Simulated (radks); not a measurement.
The numbers below are computed, except where a source is named.
Cu8+, 21 electrons, occupied as [Ar] 3d3.

Level of theory: Dirac Kohn-Sham, LDA (Slater exchange, Perdew-Wang correlation), spin-unpolarised, spherical densities, finite nucleus; open shells are shared between the two j in proportion to 2j + 1; Fermi nuclear charge, rms radius 3.8823 fm (a radial shooting solver on a logarithmic mesh with Libxc functionals).

Energy parts (Ry):
| part | energy |
|---|---|
| total | -3258.77374 |
| kinetic | 3315.70743 |
| electron-nucleus | -7553.61597 |
| Hartree | 1096.18821 |
| exchange-correlation | -117.05341 |

Orbitals (lengths in bohr, moments of r in powers of bohr; r(max) is where P^2 peaks; r(90%) holds 90 % of the orbital's charge):
| orbital | occ. | eigenvalue (Ry) | r(max) | r(90%) | <r^2> |
|---|---|---|---|---|---|
| 1s1/2 | 2 | -663.6204 | 0.03417 | 0.0933 | 0.003668 |
| 2s1/2 | 2 | -92.83075 | 0.1971 | 0.364 | 0.06530 |
| 2p1/2 | 2 | -83.23951 | 0.1564 | 0.335 | 0.05123 |
| 2p3/2 | 4 | -81.73813 | 0.1592 | 0.339 | 0.05276 |
| 3s1/2 | 2 | -21.70214 | 0.5958 | 0.984 | 0.5076 |
| 3p1/2 | 2 | -18.64427 | 0.5882 | 1.01 | 0.5226 |
| 3p3/2 | 4 | -18.40968 | 0.5949 | 1.02 | 0.5338 |
| 3d3/2 | 1.2 | -13.34376 | 0.5255 | 1.07 | 0.5350 |
| 3d5/2 | 1.8 | -13.30690 | 0.5273 | 1.07 | 0.5382 |
| 4s1/2 | 0 | -8.37336 | 1.430 | 2.14 | 2.541 |
| 4p1/2 | 0 | -7.39403 | 1.502 | 2.27 | 2.835 |
| 4p3/2 | 0 | -7.33837 | 1.514 | 2.29 | 2.877 |
| 4d3/2 | 0 | -5.81040 | 1.660 | 2.57 | 3.528 |
| 4d5/2 | 0 | -5.80167 | 1.663 | 2.57 | 3.540 |

The highest occupied level is 3d5/2 at -181.05 eV. The electron density at the nucleus is 2.211e+04 e/bohr^3. For comparison, the ionisation energy in NIST's Atomic Spectra Database is 198 eV (theoretical). In exact Kohn-Sham theory the highest level is minus the ionisation energy, but local and semilocal functionals leave it too shallow, through self-interaction and a potential that decays too fast; potentials with the right tail come closer. Summed over all electrons, <r^2> = 6.258 bohr^2, which gives a Langevin (diamagnetic) susceptibility term of -4.96 x 10^-6 cm^3/mol.

Run on one thread of a shared host, so times are rough (Arm Neoverse N1): 0.12 s of CPU time, 0.12 s wall, 14 iterations on 2189 mesh points.

Beside tabulated values, note that spin-unpolarised runs miss the spin-polarisation part of the exchange energy of open shells.
